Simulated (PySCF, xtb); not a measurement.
CH₅AlBrN, SMILES [CH3][Al]([NH2])[Br]. Other conformers were not sampled.

Harmonic wavenumbers (cm⁻¹) from xtb with GFN2-xTB at its own minimum, in rising order: 67, 113, 128, 199, 235, 383, 456, 473, 580, 589, 655, 827, 1295, 1438, 1451, 1479, 2924, 2935, 2947, 3394, 3437.

### Question
What does TPSSh-D3(BJ)/def2-SVP (PySCF) give at its own minimum? (An estimate is asked for; the answer gives what the named calculation found.)

### Answer
68, 139, 164, 187, 367, 375, 438, 603, 641, 665, 738, 853, 1234, 1443, 1446, 1538, 3021, 3108, 3117, 3552, 3641. Paired by order, the mean absolute difference is 73 cm⁻¹ and the zero-point energies are 37.2 and 39.1 kcal/mol.
